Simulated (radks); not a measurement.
The nickel ion Ni3+, 25 electrons, occupied as [Ar] 3d6.5 4p0.5 (fractional occupations, a model configuration).

Calculated with a radial shooting solver on a logarithmic mesh with Libxc functionals: scalar-relativistic Kohn-Sham, PBE, spin-polarised, spherical densities, point nucleus; open shells are filled with parallel spins first.

Energy parts (eV):
| part | energy |
|---|---|
| total | -41304.222 |
| kinetic | 41881.477 |
| electron-nucleus | -98037.908 |
| Hartree | 16541.570 |
| exchange-correlation | -1689.360 |

Orbitals (lengths in bohr, moments of r in powers of bohr; r(90%) holds 90 % of the orbital's charge):
| orbital | occ. | eigenvalue (eV) | r(90%) |
|---|---|---|---|
| 1s up | 1 | -8257.402 | 0.0966 |
| 1s down | 1 | -8257.381 | 0.0966 |
| 2s up | 1 | -1028.690 | 0.380 |
| 2s down | 1 | -1026.469 | 0.379 |
| 2p up | 3 | -891.2202 | 0.353 |
| 2p down | 3 | -889.5345 | 0.352 |
| 3s up | 1 | -157.3532 | 1.09 |
| 3s down | 1 | -152.8527 | 1.10 |
| 3p up | 3 | -117.3295 | 1.17 |
| 3p down | 3 | -112.8981 | 1.18 |
| 3d up | 5 | -53.3083 | 1.45 |
| 3d down | 1.5 | -49.0038 | 1.49 |
| 4p up | 0.5 | -27.6006 | 3.50 |
| 4p down | 0 | -25.7348 | 3.52 |

The highest occupied level is 4p up at -27.601 eV. Spin moment in Bohr magnetons: 4. The density falls to 0.001 e/bohr^3 at r = 3.21 bohr. Summed over all electrons, <r^2> = 15.24 bohr^2, which gives a Langevin (diamagnetic) susceptibility term of -12.1 x 10^-6 cm^3/mol.
